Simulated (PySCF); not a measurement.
Species: C₆H₁₀P₃ (charge -1).
Cartesian coordinates in Å at the GFN2-xTB level; atoms count from 1:
```xyz
19
C6H10P3 angstrom
C     -3.0345    0.7615    1.0088
C     -2.7854   -0.1786   -0.1679
C     -1.3700   -0.0435   -0.6712
P     -1.0334    1.0652   -1.9642
P      1.0381    0.8098   -2.0798
C      1.2358   -0.3645   -0.8165
C      2.6227   -0.8446   -0.4688
C      3.2194   -0.0067    0.6592
P     -0.1132   -0.9642    0.1099
H     -2.8615    1.7905    0.6984
H     -2.3427    0.5274    1.8168
H     -4.0574    0.6676    1.3772
H     -2.9610   -1.2107    0.1547
H     -3.4868    0.0570   -0.9733
H      3.2676   -0.7764   -1.3495
H      2.5774   -1.8923   -0.1519
H      2.5843   -0.0759    1.5414
H      3.2675    1.0371    0.3538
H      4.2232   -0.3496    0.9153
```

NICS is the negative of the GIAO shielding at a point without a nucleus: at the ring centre (0) and 1 Å above and below it (1); zz is the component along the ring normal. Level: GIAO PBE0/pcSseg-1 (PySCF, non-relativistic, gas phase) on the GFN2-xTB geometry, one conformer.

Ring bond lengths (Å), with Mayer bond orders in brackets: C3–P4 1.736 (1.34), P4–P5 2.090 (1.28), P5–C6 1.736 (1.34), C6–P9 1.743 (1.26), P9–C3 1.743 (1.26).

Problem. What do the NICS probes read (ppm)?

Solution. 
```csv
ring,type,NICS(0),"NICS(1), two faces","NICS(1)zz, two faces",rms pucker (Å),"centre to ring atoms, mean (Å)"
C3–P4–P5–C6–P9,5-membered ring with 3 P; formal bonds all aromatic,-9.9,-10.6 / -11.3,-23.2 / -26.5,0.00,1.53
```

Problem. What do they say, and how far can they be read as aromaticity?

Solution. 
- C3–P4–P5–C6–P9: mean NICS(1)zz -24.9 ppm, shielded. The two faces differ by 3.3 ppm, so no symmetry operation interchanges them.
